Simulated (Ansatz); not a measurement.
Geometry optimisation, Ansatz 0.2.0, RKS PBE-D4/def2-SVP.

The input (input.yaml):

```yaml
crystal:
  periodic: [false, false, false]
  atoms:
    - { symbol: B, position_ang: [-0.5112, 0.117, -0.3226] }
    - { symbol: F, position_ang: [-0.1337, 1.2207, 0.8888] }
    - { symbol: "N", position_ang: [0.5536, -0.6262, -0.0607] }
    - { symbol: H, position_ang: [0.6966, 0.3413, 0.8534] }
    - { symbol: F, position_ang: [-1.594, 0.4091, -0.9669] }
    - { symbol: H, position_ang: [0.9888, -1.4619, -0.392] }
basis:
  gaussian: { orbitals: def2-SVP }
hamiltonian:
  xc: pbe
  dispersion: d4
relax:
  f_tol: 0.15
  max_steps: 25
  restrain:
    - { distance: [3, 1], at: 2.18, k: 30.0 }
    - { distance: [0, 1], at: 1.41, k: 30.0 }
    - { distance: [3, 2], at: 1.02, k: 30.0 }
output:
  orbitals: {}
```

Launched with:

```bash
$ ansatz run input.yaml --threads 1 --pin off --max-ram 2048MiB --backend cpu --events-out ev --progress --plain --runs-dir out
```

Where does it end, and by what steps?

The run converged. The restraints hold the end off the free minimum. After 6 steps the energy has fallen by 2.784 eV (the restraints' own energy left out); H4 moved furthest, 0.63 Å. Joined: N3–H4.

```
step  energy less start (eV)  largest force component (eV/Å)  accepted
   0                  0.0000                           1.592       yes
   1                 -0.8973                           3.598       yes
   2                 -1.9379                           3.155       yes
   3                 -2.6157                           1.268       yes
   4                 -2.7400                           1.003       yes
   5                 -2.7745                           0.908       yes
   6                 -2.7838                           0.800       yes
```

```xyz
6
Properties=species:S:1:pos:R:3
B -0.521 0.350 -0.140
F -0.484 1.397 0.749
N 0.559 -0.509 0.037
H 1.111 -0.129 0.804
F -1.512 0.258 -1.025
H 0.846 -1.366 -0.425
```

Time of the run: 12 s on 1 thread of Arm Neoverse V1, on a shared host, peak memory 0.12 GiB.
